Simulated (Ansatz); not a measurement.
Total energies of AlMe2(sacsac) (C₇H₁₃AlS₂) from Ansatz at PBE0-D4/def2-TZVP, gas phase (1 Eh = 27.2114 eV = 2625.5 kJ/mol). The reference geometry is relaxed at PBE-D4/def2-SVP.

| atom | x (Å) | y (Å) | z (Å) |
| --- | --- | --- | --- |
| Al1 | 1.450 | 0.596 | 0.924 |
| C2 | 1.922 | -1.301 | 1.184 |
| H3 | 1.189 | -1.991 | 0.714 |
| H4 | 1.972 | -1.560 | 2.264 |
| H5 | 2.918 | -1.534 | 0.749 |
| C6 | 2.541 | 2.081 | 1.624 |
| H7 | 2.126 | 3.079 | 1.376 |
| H8 | 3.577 | 2.041 | 1.224 |
| H9 | 2.629 | 2.024 | 2.731 |
| S10 | -0.782 | 0.927 | 1.563 |
| C11 | -1.674 | -0.039 | 0.459 |
| C12 | -3.029 | -0.460 | 0.971 |
| C13 | -1.327 | -0.423 | -0.850 |
| C14 | -0.314 | 0.023 | -1.727 |
| C15 | -0.485 | -0.327 | -3.187 |
| S16 | 1.074 | 0.956 | -1.373 |
| H17 | -3.702 | -0.794 | 0.158 |
| H18 | -2.911 | -1.297 | 1.692 |
| H19 | -3.508 | 0.367 | 1.532 |
| H20 | -2.091 | -1.047 | -1.344 |
| H21 | -1.533 | -0.185 | -3.521 |
| H22 | -0.236 | -1.401 | -3.336 |
| H23 | 0.194 | 0.265 | -3.827 |

```
                 state                    geometry  energy (Eh)
      charge 0 singlet                   reference  -1312.87865
      charge 1 doublet                   reference  -1312.57685
      charge 1 doublet  relaxed at PBE-D4/def2-SVP  -1312.58632
     charge -1 doublet                   reference  -1312.93477
free Al atom (doublet)                           –   -242.24894
 free C atom (triplet)                           –    -37.80537
 free H atom (doublet)                           –     -0.50104
 free S atom (triplet)                           –   -397.97371
```

Single mean-field runs in def2-TZVP are fitted with def2-universal-jkfit.

(1) Work out the vertical ionisation energy to the doublet.

(2) Work out the vertical electron affinity, to the doublet.

(3) Give the fundamental gap IE − EA, the Mulliken electronegativity (IE + EA)/2 and the hardness (IE − EA)/2.

(4) How much does the charge 1 doublet relax, and what is the adiabatic ionisation energy?

(5) What is the binding energy per atom against free atoms?

(1) E(charge 1 doublet) − E(charge 0 singlet) = -1312.57685 − (-1312.87865) = 0.30180 Eh = 8.21 eV. For comparison, −ε of the highest occupied level is 6.69 eV at this level, 1.52 eV less.

(2) E(charge 0 singlet) − E(charge -1 doublet) = -1312.87865 − (-1312.93477) = 0.05612 Eh = 1.53 eV. The basis lacks diffuse functions, which makes affinities too small.

(3) From the values in Eh: IE − EA = 0.30180 − 0.05612 = 0.24568 Eh = 6.69 eV; (IE + EA)/2 = 4.87 eV; (IE − EA)/2 = 3.34 eV. The HOMO–LUMO gap of the same run is 3.75 eV, 2.94 eV smaller than the fundamental gap.

(4) Relaxation: -1312.57685 − (-1312.58632) = 0.00947 Eh = 0.26 eV. Adiabatic ionisation energy: 0.29233 Eh = 7.95 eV, without zero-point energy. 

(5) Atoms: 1 × (-242.24894) + 7 × (-37.80537) + 13 × (-0.50104) + 2 × (-397.97371) = -1309.34747 Eh. Binding: -1309.34747 − (-1312.87865) = 3.53118 Eh = 96.09 eV, or 4.18 eV for each of 23 atoms (no zero-point energy, no counterpoise term).
